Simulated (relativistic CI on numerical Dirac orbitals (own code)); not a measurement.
## Spin-allowed bands of a d3 ion in an octahedral site, by hand

Problem. A d3 ion in an octahedral site has a 4A2 ground term and spin-allowed bands at ν1 = 13900 and ν2 = 20313 cm⁻¹ (from a computed ligand-field model). Find Δ and the Racah parameter B, and predict the third band.

Working.
1. The F term splits into A2 (−1.2Δ), T2 (−0.2Δ) and T1 (+0.6Δ), so ν1 = E(T2) − E(A2) = Δ = 13900 cm⁻¹.
2. T1(F) mixes with T1(P), which lies at 15B, through an element 0.4Δ. The two roots, counted from A2, are ν2,3 = ½(15B + 3Δ) ∓ ½√[(15B − Δ)² + 12BΔ].
3. Solving the lower root for B gives B = (2ν1² + ν2² − 3ν1ν2)/(15ν2 − 27ν1) = -48014131/-70605 = 680 cm⁻¹.
4. The sum of the roots is 15B + 3Δ, so ν3 = 15B + 3ν1 − ν2 = 31588 cm⁻¹ (317 nm).

Check. The bands were computed by exact diagonalisation of the d3 shell with B = 680 and Δ = 13900 cm⁻¹, which gives ν3 = 31587 cm⁻¹. C does not enter the terms of highest spin.
